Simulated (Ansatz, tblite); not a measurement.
Isomers of Na₂S₂⁻ (doublet), found by a short tight-binding search and relaxed with r2SCAN-D4/def2-TZVPD in Ansatz.

The xTB rows come from tblite. Correlated methods freeze 12 core orbitals; core or outer-core shells of Na are correlated, in sets that lack core-valence functions.

B: At PBE-D4/def2-TZVPD, BLYP-D4/def2-TZVPD, r2SCAN-D4/def2-TZVPD, B97M-V/def2-TZVPD and others the highest occupied level of the charge -1 doublet lies above zero (up to 0.72 eV). It is a level of α spin, whose loss leaves a singlet; that state wasn't run at this geometry and level. The electron is either unbound and held by the finite basis, or the level is raised by self-interaction error.

Other spin states were run for one of them alone.

A:

```xyz
4

Na    0.984   -1.033   -0.436
Na   -1.129    0.916    0.333
S    -0.297   -1.049    1.837
S     0.442    1.166   -1.734
```

B:

```xyz
4

Na   -1.753    0.598   -0.387
Na    0.982   -1.332   -0.917
S     0.791    1.127   -0.015
S    -0.020   -0.393    1.319
```

Estimate their order by electronic energy at CCSD(T)/def2-TZVPD, counted from the lowest.

B (0.00) < A (0.14), in eV.

Do the other levels pick the same lowest one?

Not GFN1-xTB, HF/def2-TZVPD, PBE-D4/def2-TZVPD, BLYP-D4/def2-TZVPD, r2SCAN-D4/def2-TZVPD, B97M-V/def2-TZVPD. Energies above each level's lowest (eV):

```csv
level,A,B
GFN1-xTB,0.00,0.89
GFN2-xTB,0.09,0.00
HF/def2-TZVPD,0.00,0.06
PBE-D4/def2-TZVPD,0.00,0.07
BLYP-D4/def2-TZVPD,0.00,0.36
r2SCAN-D4/def2-TZVPD,0.00,0.11
B97M-V/def2-TZVPD,0.00,0.14
PBE0-D4/def2-TZVPD,0.12,0.00
MP2/def2-TZVPD,0.30,0.00
CCSD/def2-TZVPD,0.11,0.00
CCSD(T)/def2-TZVPD,0.14,0.00
```
Point groups (tolerance 0.1 Å): A C2v, B Cs. Lower isomers may exist.
